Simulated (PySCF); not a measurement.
BaI2, SMILES [Ba]([I])[I]. Atoms are numbered in the order given.

```xyz
3

Ba     0.0000     0.0000    -0.7265
I      0.0000     2.9583     0.3838
I      0.0000    -2.9583     0.3838
```

Geometry optimised at B3LYP-D3(BJ)/def2-SVP. The def2 effective core potentials stand for the cores of Ba, I; spin–orbit coupling is left out.

The numbers are results of TDA-LC-ωPBE/def2-SVPD (PySCF), not measurements.

Vertical excitations. The molecule is in vacuum. State labels are in the subgroup C2v.

Computed lowest excited states:
```json
[
 {"state": "S1", "symmetry": "B2", "energy (eV)": "4.81", "λ (nm)": "258", "f": "0.001", "main pairs": "HOMO→LUMO 85 %"},
 {"state": "S2", "symmetry": "B1", "energy (eV)": "4.90", "λ (nm)": "253", "f": "0.095", "main pairs": "HOMO−1→LUMO 84 %"},
 {"state": "S3", "symmetry": "A1", "energy (eV)": "4.92", "λ (nm)": "252", "f": "0.059", "main pairs": "HOMO−2→LUMO 84 %"},
 {"state": "S4", "symmetry": "A2", "energy (eV)": "4.96", "λ (nm)": "250", "f": "0.000", "main pairs": "HOMO−3→LUMO 82 %"},
 {"state": "S5", "symmetry": "B2", "energy (eV)": "5.05", "λ (nm)": "245", "f": "0.035", "main pairs": "HOMO−4→LUMO 81 %"},
 {"state": "S6", "symmetry": "A1", "energy (eV)": "5.52", "λ (nm)": "225", "f": "0.038", "main pairs": "HOMO−5→LUMO 64 %, HOMO→LUMO+3 15 %"},
 {"state": "S7", "symmetry": "A2", "energy (eV)": "5.60", "λ (nm)": "222", "f": "0.000", "main pairs": "HOMO→LUMO+1 44 %, HOMO→LUMO+4 25 %, HOMO−4→LUMO+4 11 %, HOMO−4→LUMO+1 10 %"},
 {"state": "S8", "symmetry": "B2", "energy (eV)": "5.60", "λ (nm)": "221", "f": "0.001", "main pairs": "HOMO→LUMO+2 53 %, HOMO→LUMO+5 14 %, HOMO−4→LUMO+2 12 %"},
 {"state": "S9", "symmetry": "B1", "energy (eV)": "5.67", "λ (nm)": "219", "f": "0.005", "main pairs": "HOMO→LUMO+6 68 %, HOMO−2→LUMO+4 18 %"},
 {"state": "S10", "symmetry": "A2", "energy (eV)": "5.72", "λ (nm)": "217", "f": "0.000", "main pairs": "HOMO−2→LUMO+6 59 %, HOMO→LUMO+4 14 %, HOMO−4→LUMO+4 10 %"},
 {"state": "T1", "symmetry": "B2", "energy (eV)": "4.72", "λ (nm)": "263", "f": "0", "main pairs": "HOMO→LUMO 80 %"},
 {"state": "T2", "symmetry": "B1", "energy (eV)": "4.77", "λ (nm)": "260", "f": "0", "main pairs": "HOMO−1→LUMO 77 %"},
 {"state": "T3", "symmetry": "A1", "energy (eV)": "4.81", "λ (nm)": "258", "f": "0", "main pairs": "HOMO−2→LUMO 79 %"},
 {"state": "T4", "symmetry": "A2", "energy (eV)": "4.85", "λ (nm)": "256", "f": "0", "main pairs": "HOMO−3→LUMO 76 %"}
]
```
Triplets are in the Tamm–Dancoff approximation.
